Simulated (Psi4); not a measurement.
F$_{6}$Ta, charge -1, singlet, at a GFN2-xTB geometry (such geometries of metal compounds can be far from the true shape) (core potentials on Ta) (a gas-phase anion, which may not be bound at this level), with bond 5-1 at 2.0 times its length. Base run: Psi4 with B3LYP/def2-SVP.

Geometry (Å):
```xyz
7

Ta     0.0000     0.0000     0.0000
F      1.1103    -0.4944    -1.4062
F     -1.1103     0.4944     1.4062
F     -1.1753     0.7881    -1.2051
F     -1.8337    -3.2182    -0.3163
F      0.9168     1.6091     0.1581
F      1.1753    -0.7881     1.2051
```
Charge -1, spin multiplicity 1.
All else is at Psi4's defaults (density fitting).
Base energy -655.95632 Eh.

The base run was repeated with changes; each row names its change, and settings that it needs were set with it.

```
change                                        ΔE vs base (µEh)  SCF cycles  grid points  basis functions        outcome
--------------------------------------------  ----------------  ----------  -----------  ---------------  -------------
base                                                       0.0          14       153069              116      converged
guess = sapgau                                             0.0          23       153069              116      converged
df_basis_scf = cc-pvqz-jkfit                                 -           -            -              116  input refused
dft_nuclear_scheme = stratmann                             143          14       141538              116      converged
guess = core                                               0.0          18       153069              116      converged
dft_radial_points = 99                                     5.9          14       202135              116      converged
diis_max_vecs = 3                                          0.0          19       153069              116      converged
dft_basis_tolerance = 1e-8                                 0.0          14       152404              116      converged
e_convergence = 1e-10                                      0.0          17       153069              116      converged
cholesky_tolerance = 1e-3 (with scf_type cd)             -1740          14       153069              116      converged
e_convergence = 1e-8                                       0.0          14       153069              116      converged
dft_spherical_points = 590                                 154          14       298499              116      converged
scf_type = dfdirj+link                                    -115          14       153069              116      converged
```

A gas-phase anion may not be bound at this level; its values then depend on the basis.

- df_basis_scf = cc-pvqz-jkfit: ended with `psi4.driver.qcdb.exceptions.BasisSetNotFound: BasisSet::construct: Unable to find a basis set for atom 1 for key JKFIT among:`
